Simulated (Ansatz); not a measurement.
Reactions of F2H6N2SSi2 (`N[SiH](F)S[SiH](N)F`).

Calculated with Ansatz (gas phase, PBE0-D4/def2-TZVP geometries, no zero-point term in ΔE). CBS: MP2 limit from def2 TZ/QZ plus the TZ coupled-cluster correction, frozen cores. This one scheme is used for every species. For Ge outer-core shells are correlated without core-valence functions, which leaves a few kJ/mol of doubt a bond. Scalar relativity is left out up to krypton. One conformer a species, not always the lowest.

Question: Order these by ΔE at CCSD(T)/CBS, lowest first. (An estimate is asked.)
A. `N[Si@@H](F)S[Si@@H](N)F` + H₂ → `N[SiH2]F` + `N[SiH](F)S`
B. `N[Si@@H](F)S[Si@@H](N)F` + `[NH2][GeH2][NH2]` → `[NH2][GeH2][NH][SiH](N)F` + `N[SiH](F)S`
C. `N[Si@@H](F)S[Si@@H](N)F` + NH₃ → `N[SiH](N)F` + `N[SiH](F)S`

Answer: B (-21.0 kJ/mol), C (-0.4 kJ/mol), A (+52.9 kJ/mol).

Largest T1 diagnostic: 0.011, for `N[Si@@H](F)S[Si@@H](N)F`.
